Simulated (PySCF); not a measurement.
# N (nitrogen, neutral) across methods

[He] 2s2 2p3, high-spin 4S determinant. Calculation: PySCF 2.14, in aug-cc-pVTZ-DK; scalar relativity by spin-free X2C-1e.

```csv
method,E (hartree),mean ε 2s α (eV),mean ε 2s β (eV),mean ε 2p α (eV),Σ⟨r²⟩ (bohr²),⟨S²⟩
PBE0,-54.5724,-22.963,-16.856,-10.210,12.39,3.753
PBE,-54.5612,-19.896,-15.323,-8.298,12.60,3.752
wB97X,-54.6203,-25.567,-19.545,-12.677,12.34,3.756
UHF,-54.43036,-31.692,-19.808,-15.523,12.10,3.758
r2SCAN,-54.6095,-21.400,-15.253,-8.893,12.33,3.755
M06-2X,-54.6180,-25.060,-18.772,-11.795,12.36,3.754
LDA,-54.1614,-19.659,-15.317,-8.401,12.64,3.753
M06,-54.6029,-22.608,-17.027,-9.987,12.27,3.755
```

(1) Estimate the same row for PBEsol.

Results:

(1) E (hartree) = -54.3523; mean ε 2s α (eV) = -19.750; mean ε 2s β (eV) = -15.174; mean ε 2p α (eV) = -8.255; Σ⟨r²⟩ (bohr²) = 12.61; ⟨S²⟩ = 3.753.
